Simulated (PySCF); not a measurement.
**Magnetisability: `F[C@@H]1C[Si@H](Cl)C[SiH2]1`, C3H8ClFSi2**

Geometry:
| atom | x (Å) | y (Å) | z (Å) |
| --- | --- | --- | --- |
| F1 | -1.881 | 1.627 | -1.078 |
| C2 | -1.087 | 0.935 | -0.166 |
| C3 | 0.369 | 1.360 | -0.319 |
| Si4 | 1.454 | 0.097 | 0.604 |
| Cl5 | 3.242 | -0.114 | -0.310 |
| C6 | 0.387 | -1.478 | 0.455 |
| Si7 | -1.238 | -0.969 | -0.409 |
| H8 | -1.463 | 1.242 | 0.818 |
| H9 | 0.507 | 2.387 | 0.023 |
| H10 | 0.611 | 1.352 | -1.384 |
| H11 | 1.694 | 0.485 | 1.996 |
| H12 | 0.182 | -1.896 | 1.438 |
| H13 | 0.896 | -2.263 | -0.099 |
| H14 | -2.440 | -1.480 | 0.250 |
| H15 | -1.237 | -1.276 | -1.840 |

Theory: PySCF 2.14.0, GIAO PBE0/pcSseg-1 magnetisability, rotational g tensor and spin-rotation constants, non-relativistic, gas phase. Geometry: GFN2-xTB.

Task: What are the magnetisability and the molar susceptibility?

Result: Isotropic -1520 × 10⁻³⁰ J/T², or -91.6 × 10⁻⁶ cm³/mol; principal values -1575, -1524, -1462 × 10⁻³⁰ J/T², anisotropy 98 × 10⁻³⁰ J/T² (root of half the summed squared differences of the principal values). The susceptibility is in cgs units.

Task: Split it along the inertial axes a, b, c into diamagnetic and paramagnetic parts about the centre of mass, with the quadrupole moment.

Result: 
| axis | χ (10⁻⁶ cm³/mol) | diamagnetic (10⁻⁶ cm³/mol) | paramagnetic (10⁻⁶ cm³/mol) | summed x² of all electrons (Å²) | quadrupole Θ (D Å) |
| --- | --- | --- | --- | --- | --- |
| a | -93.9 | -596.6 | 502.7 | 288.2 | -11.17 |
| b | -90.9 | -1385.5 | 1294.7 | 102.3 | +5.16 |
| c | -89.9 | -1656.6 | 1566.7 | 38.4 | +6.01 |

Anisotropies 2χaa − χbb − χcc = -6.9 and 2χbb − χaa − χcc = +2.1 × 10⁻⁶ cm³/mol. Θ is traceless in Buckingham's convention.

Task: And the rotational g tensor?

Result: 
| axis | rotational constant (GHz) | g | nuclear part | electronic part |
| --- | --- | --- | --- | --- |
| a | 2.5887 | -0.0219 | 0.5895 | -0.6114 |
| b | 0.8689 | -0.0125 | 0.5160 | -0.5285 |
| c | 0.7221 | -0.0109 | 0.5206 | -0.5315 |

Asymmetric top; isotopes 12C, 35Cl, 19F, 1H, 28Si; no vibrational averaging.
